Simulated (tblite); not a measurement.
C3FN3O.
Numbering: `[N:1]#[C:2][c:3]1[n:4][n:5][c:6]([F:7])[o:8]1`

Computed with GFN2-xTB (tblite), gas phase: L-BFGS steps from a force-field or distance-geometry start until the largest atomic force falls under 0.01 eV/Å.

Step 10: E = -650.7047 eV
```
atom  x, y, z in Å  |  force x, y, z in eV/Å
N1      3.1138   -0.0985    0.2366    0.031  -0.017  -0.011
C2      1.9726   -0.1547    0.2648   -0.021   0.002   0.009
C3      0.5637   -0.2069    0.3090    0.002   0.015   0.007
N4     -0.1951   -1.2457    0.1300   -0.003   0.013   0.008
N5     -1.4630   -0.8441    0.2646   -0.007  -0.004  -0.007
C6     -1.4115    0.4187    0.5182    0.003  -0.006  -0.007
F7     -2.4018    1.2302    0.7205    0.000  -0.015   0.004
O8     -0.1696    0.9104    0.5666   -0.005   0.012  -0.002
```

Step 11: E = -650.7048 eV
```
atom  x, y, z in Å  |  force x, y, z in eV/Å
N1      3.1140   -0.1005    0.2354    0.066  -0.013  -0.009
C2      1.9730   -0.1543    0.2659   -0.063   0.000   0.005
C3      0.5639   -0.2060    0.3101    0.004   0.019   0.000
N4     -0.1943   -1.2451    0.1302   -0.007   0.010   0.012
N5     -1.4624   -0.8440    0.2642   -0.012  -0.010  -0.011
C6     -1.4120    0.4189    0.5172    0.007  -0.005   0.001
F7     -2.4028    1.2295    0.7213    0.004  -0.018  -0.003
O8     -0.1703    0.9110    0.5661    0.001   0.017   0.004
```

Question: Estimate the geometry and energy of step 12. (The exact step hangs on the optimiser's Hessian estimate; all steps are aligned on step 11, rigid shifts and turns removed.)

Answer: E = -650.7049 eV, largest force 0.073 eV/Å
```
atom  x, y, z in Å  |  force x, y, z in eV/Å
N1      3.1144   -0.1038    0.2335    0.072  -0.010  -0.004
C2      1.9734   -0.1538    0.2675   -0.073  -0.001  -0.002
C3      0.5642   -0.2043    0.3115   -0.001   0.016  -0.007
N4     -0.1931   -1.2440    0.1308   -0.005   0.010   0.015
N5     -1.4617   -0.8440    0.2634   -0.010  -0.012  -0.013
C6     -1.4126    0.4189    0.5158    0.009  -0.003   0.010
F7     -2.4041    1.2280    0.7224    0.003  -0.015  -0.010
O8     -0.1714    0.9123    0.5654    0.005   0.016   0.011
```

The energy changes by -0.0001 eV. The first-order estimate −F·Δx gives -0.0001 eV and the mean of the old and new forces, exact on a quadratic surface, -0.0001 eV. The step makes an angle of 77° with the force vector and moves no atom by more than 0.004 Å.

The cost below is that of the whole relaxation. Time: 0.13 s of wall time. Hardware: an Arm Neoverse N1 with one thread, shared host with 64 logical CPUs at a one-minute load of 58.
